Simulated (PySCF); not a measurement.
PySCF 2.14 output of an unrestricted M06-2X calculation on a single atom or ion in def2-SVP (3s2p1d, 14 functions), with the non-relativistic Hamiltonian (point nucleus):

```
SCF conv_tol = 1e-09
number electrons alpha = 5  beta = 3
    Y. Zhao and D. G. Truhlar.,  Theor. Chem. Acc. 120, 215 (2008)
    Y. Zhao and D. G. Truhlar.,  Theor. Chem. Acc. 120, 215 (2008)
cycle= 1 E= -74.9725380290512  delta_E= -0.00107  |g|= 0.00732  |ddm|= 0.0347
cycle= 2 E= -74.9725602152659  delta_E= -2.22e-05  |g|= 0.00176  |ddm|= 0.00692
cycle= 3 E= -74.9725616581958  delta_E= -1.44e-06  |g|= 0.000832  |ddm|= 0.00218
cycle= 4 E= -74.9725619747117  delta_E= -3.17e-07  |g|= 9.44e-05  |ddm|= 0.000759
cycle= 5 E= -74.972561983526  delta_E= -8.81e-09  |g|= 6.08e-06  |ddm|= 0.00016
cycle= 6 E= -74.9725619835607  delta_E= -3.47e-11  |g|= 4.95e-07  |ddm|= 9.59e-06
converged SCF energy = -74.9725619835607  <S^2> = 2.0027693  2S+1 = 3.0018456
```

The run itself started from symmetry-adapted Hartree-Fock orbitals and held the occupation by maximum overlap, on a logarithmic radial grid, so the iterations belong to that start.

Task: Which element, charge and spin multiplicity is this?

Result: O (oxygen, neutral), multiplicity 3; the state was [He] 2s2 2p4, high-spin 3P determinant.
